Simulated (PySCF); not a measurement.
## Polarisability and C₆ of Fe (iron, neutral)

[Ar] 3d7 4s1, high-spin 5F determinant (an excited configuration). All numbers are calculated (PySCF 2.14, no relativity, point nucleus, in aug-cc-pVTZ (8s7p5d3f2g, 93 functions)). Coupled (time-dependent) response in atomic units; α is the mean over directions.

| method | mean α (bohr³) | C₆ (like pair) | S(−4) |
| --- | --- | --- | --- |
| M06 | 50.97 | 329.4 | 2589 |

S(−4) is the Cauchy moment in α(ω) = α(0) + S(−4) ω² + …

α(iu) at M06:

```
u (hartree)  α(iu) (bohr³)
          0          50.97
     0.0500          45.42
      0.100          35.11
      0.200          20.27
      0.300          13.23
      0.500          7.589
      0.750          4.931
       1.00          3.600
       1.50          2.231
       2.00          1.543
       3.00         0.8836
       5.00         0.4110
```

A single London oscillator, α(iu) = α/(1 + u²/ω²), gives C₆ = (3/4) ω α². Matching the computed C₆ needs ω = 4 × 329.4 / (3 × 50.97²) = 0.169 hartree.
